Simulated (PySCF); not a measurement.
Method: B3LYP-D3(BJ)/def2-TZVP (PySCF). All species are isolated molecules in the gas phase. B3LYP has the VWN-RPA correlation part, as in Gaussian. Excitations are Tamm–Dancoff values on a coarser integration grid. The basis has no diffuse functions, so Rydberg states are missing or too high.

Reference species (SMILES): `C1[SiH2]B=1` (neutral, multiplicity 1).

```json
{
  "S1 oscillator strength": "0.006",
  "T1 excitation (TDA)": "2.49 eV",
  "S1–T1 gap (TDA)": "0.34 eV"
}
```

Changed species: `B1[SiH]=C1`.

Problem. Give the shifts of the S1 oscillator strength, T1 excitation (TDA) and S1–T1 gap (TDA).

Solution. the S1 oscillator strength is nearly the same; the T1 excitation (TDA) goes up by 0.87 eV, to 3.36 eV; the S1–T1 gap (TDA) goes up by 0.22 eV, to 0.56 eV.
